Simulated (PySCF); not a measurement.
## Correlation energy of C (carbon, neutral)

[He] 2s1 2p2 3d1, one real determinant (an excited configuration). Computed with PySCF 2.14 in aug-cc-pVTZ with one added diffuse shell each of s, p, d, f type (6s5p4d3f, 62 functions), with the non-relativistic Hamiltonian (point nucleus). Frozen: 1s2; 4 electrons correlated.

```
  level  correlation energy (mhartree)
   CCSD                         -17.86
    (T)                          -0.11
CCSD(T)                         -17.97
```

Diagnostics: T1 = 0.0079, D1 = 0.0216, largest double amplitude 0.022.

**Question.** Is a single reference adequate?

**Answer.** Yes: T1 lies below 0.03 and no double amplitude reaches 0.07.

The reference is one real determinant that mixes LS terms of this configuration.
